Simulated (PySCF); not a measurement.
A PySCF script (with the pyscf-properties extension) for the NMR shieldings of `CCCc1cc(Cl)c2cc[cH-]c2c1`, [C$_{12}$H$_{12}$Cl]-, on a PBE0-D3(BJ)/def2-SVP geometry:

```python
import basis_set_exchange as bse
import numpy as np
from pyscf import gto, dft
from pyscf.prop import nmr

atoms = """
C     2.338887   -1.572610   -2.000835
C     2.183049   -2.740823   -1.041099
C     1.104506   -2.512215    0.025268
C    -0.285691   -2.349365   -0.533254
C    -0.968589   -3.490946   -1.030991
C    -2.224508   -3.357570   -1.597375
Cl   -3.033236   -4.806513   -2.194368
C    -2.875048   -2.118486   -1.707213
C    -4.121342   -1.691132   -2.216939
C    -4.187876   -0.298278   -2.024781
C    -3.013226    0.168718   -1.403396
C    -2.170662   -0.948082   -1.191114
C    -0.890988   -1.100706   -0.619518
H     3.085047   -1.782847   -2.784797
H     1.377864   -1.345435   -2.487233
H     2.657611   -0.660655   -1.468392
H     1.923052   -3.649106   -1.612922
H     3.149815   -2.953280   -0.546630
H     1.131502   -3.361110    0.733254
H     1.368417   -1.614113    0.612248
H    -0.511953   -4.482346   -0.965774
H    -4.877021   -2.332157   -2.670807
H    -5.033873    0.331584   -2.317667
H    -2.786148    1.201859   -1.132449
H    -0.360525   -0.222092   -0.232733
"""
names = dict.fromkeys(["C", "Cl", "H"], "pcSseg-1")
basis = {el: gto.basis.parse(bse.get_basis(n, elements=[el], fmt="nwchem")) for el, n in names.items()}
mol = gto.M(atom=atoms, basis=basis, charge=-1, verbose=0)
mf = dft.RKS(mol, xc="HYB_GGA_XC_MPW1PW")
mf.grids.level = 2
mf.grids.alignment = dft.numint.BLKSIZE   # the property module wants whole blocks of grid points
mf.conv_tol = 1e-9
mf.kernel()

calc = nmr.RKS(mf)   # GIAO
C = mf.mo_coeff
Co = C[:, mf.mo_occ > 0]
resp = mf.gen_response(singlet=True, hermi=2)
def vind(x):   # induced exchange potential for any number of trial vectors
    d = np.einsum("pi,xij,qj->xpq", C, 2 * x.reshape(-1, C.shape[1], Co.shape[1]), Co, optimize=True)
    return np.einsum("xpq,pi,qj->xij", resp(d - d.transpose(0, 2, 1)), C, Co, optimize=True).ravel()
mo1, _ = nmr.rhf.solve_mo1(calc, with_cphf=vind)
sigma = calc.kernel(mo1)
for i, s in enumerate(sigma):   # ppm
    w = np.linalg.eigvalsh((s + s.T) / 2)
    print("%2d %-2s iso %8.1f  s11 %8.1f  s22 %8.1f  s33 %8.1f" % (i, mol.atom_pure_symbol(i), w.mean(), *w))
```

**Question.** What does it print?

**Answer.** 
```
 0 C  iso    169.4  s11    156.4  s22    170.9  s33    180.8
 1 C  iso    154.3  s11    144.1  s22    150.7  s33    168.1
 2 C  iso    141.9  s11    130.2  s22    137.2  s33    158.2
 3 C  iso     62.9  s11    -26.6  s22     51.3  s33    164.0
 4 C  iso     72.0  s11    -11.4  s22     86.6  s33    140.9
 5 C  iso     50.6  s11    -30.4  s22     80.6  s33    101.8
 6 Cl iso    776.9  s11    627.0  s22    659.1  s33   1044.7
 7 C  iso     53.9  s11    -16.3  s22     21.7  s33    156.2
 8 C  iso     89.1  s11     20.2  s22     90.3  s33    156.7
 9 C  iso     60.7  s11    -27.9  s22     53.9  s33    156.1
10 C  iso     87.3  s11     21.3  s22     91.7  s33    149.0
11 C  iso     48.4  s11    -25.1  s22     11.6  s33    158.8
12 C  iso     62.2  s11    -29.3  s22     69.5  s33    146.3
13 H  iso     30.9  s11     26.3  s22     28.1  s33     38.4
14 H  iso     30.0  s11     24.3  s22     30.9  s33     34.8
15 H  iso     31.0  s11     27.0  s22     28.8  s33     37.3
16 H  iso     29.9  s11     24.9  s22     29.9  s33     35.0
17 H  iso     30.1  s11     25.5  s22     28.0  s33     36.9
18 H  iso     28.5  s11     24.0  s22     27.8  s33     33.5
19 H  iso     29.5  s11     25.1  s22     29.2  s33     34.1
20 H  iso     25.3  s11     19.5  s22     24.5  s33     31.8
21 H  iso     25.2  s11     20.0  s22     26.9  s33     28.8
22 H  iso     24.8  s11     21.6  s22     25.9  s33     27.0
23 H  iso     25.4  s11     21.0  s22     27.2  s33     28.0
24 H  iso     24.5  s11     19.6  s22     24.1  s33     29.9
```

These numbers come from an equivalent density-fitted implementation of the same equations, which agrees with the script to about 0.01 ppm for H and up to a few tenths of a ppm for heavy atoms, so last digits may differ.

**Question.** Turn these shieldings into chemical shifts. Referencing at the same level of theory: 13C (σ = 183.54 ppm), 1H (σ = 31.32 ppm) vs TMS; HCl for 35Cl (σ = 939.31 ppm).

**Answer.** Averaging equivalent atoms: C 11: 135.1; C 5: 132.9; C 7: 129.7; C 9: 122.8; C 12: 121.4; C 3: 120.7; C 4: 111.5; C 10: 96.2; C 8: 94.5; C 2: 41.7; C 1: 29.3; C 0: 14.2; Cl 6: 162; H 24: 6.77; H 22: 6.48; H 21: 6.09; H 20: 6.04; H 23: 5.94; H 18/19: 2.35; H 16/17: 1.30; H 13/14/15: 0.66 ppm. 

Size and cost of the density-fitted run: 288 basis functions; peak memory 2.1 GiB.
